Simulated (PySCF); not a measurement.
SrF2, SMILES [F][Sr][F]. Coordinates come from a B3LYP-D3(BJ)/def2-TZVP optimisation. The isomer is the one that the SMILES or the coordinates give; other isomers of the formula were not compared. The def2 effective core potentials stand for the cores of Sr; spin–orbit coupling is left out.

Computed equilibrium geometry at B3LYP-D3(BJ)/def2-TZVP (PySCF confirms it by a frequency run) as a Z-matrix, and its point group:
point group C2v.
```
Sr
F 1 2.1388
F 1 2.1388 2 129.77
```
